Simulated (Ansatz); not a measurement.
Abridged output of a molecular run in Ansatz:

```
Functional definition: HF
1267 factors; integrals over basis functions are off by at most 9.0e-4 eV
mean field evaluation 1: about -76606.6431 eV, gradient 3.0e1 eV
mean field evaluation 2: about -76606.9071 eV, gradient 3.0e1 eV
mean field evaluation 4: about -76609.2655 eV, gradient 3.3e0 eV
mean field evaluation 8: about -76609.3201 eV, gradient 2.3e-1 eV
mean field evaluation 16: about -76609.3205 eV, gradient 2.5e-6 eV
mean field -76609.32052356 eV, -2815.3406015782 hartree, gradient 2.5e-6 eV, S^2 0.000000; 0 other end points of the search recorded, 0 dependent functions left out
16 core orbitals not correlated: weight in the atoms' cores, before any rotation towards them, 1.000 or more for the frozen orbitals, at most 0.000 for the correlated occupied ones
reference -76609.32052356 eV, -2815.3406015782 hartree; 17, 17 occupied and 175, 175 virtual orbitals, 1267 factors
second order -20.77887021 eV of doubles, -0.00000000 eV of singles
cycle   1  -20.97406669 eV  change   -2.0e-1 eV  update   1.0e-1
cycle   2  -21.50326957 eV  change   -5.3e-1 eV  update   3.0e-2
cycle   3  -21.60750228 eV  change   -1.0e-1 eV  update   1.6e-2
cycle   4  -21.59302151 eV  change    1.4e-2 eV  update   3.9e-3
cycle   5  -21.59112168 eV  change    1.9e-3 eV  update   1.6e-3
cycle   6  -21.59174608 eV  change   -6.2e-4 eV  update   5.6e-4
cycle   7  -21.59136175 eV  change    3.8e-4 eV  update   2.0e-4
cycle   8  -21.59133537 eV  change    2.6e-5 eV  update   7.0e-5
cycle   9  -21.59138423 eV  change   -4.9e-5 eV  update   2.9e-5
cycle  10  -21.59138335 eV  change    8.8e-7 eV  update   1.1e-5
perturbative correction -0.80169098 eV, -0.0294616002 hartree
Total energy: -76631.71359789 eV, -2816.1635318815 hartree
```

Its atoms:

Cartesian coordinates in Å:
```
B 0.352 -1.053 -0.298
Si -0.306 0.717 -0.690
F -1.800 1.219 -0.432
Se 0.786 0.339 1.413
H 1.437 -1.267 -0.758
H -0.349 -1.938 0.083
H 0.405 1.821 -1.373
H -0.525 0.163 2.055
```

Question: Which basis set was used?
A. def2-SVP
B. cc-pV(D+d)Z
C. def2-TZVPP
D. cc-pV(Q+d)Z

Answer: C. It gives 208 functions.

Question: Write the keys of the input that set method, charge and spin (a neutral closed shell needs none for the last two).

Answer: 
```yaml
correlation: {method: ccsd_t}
```
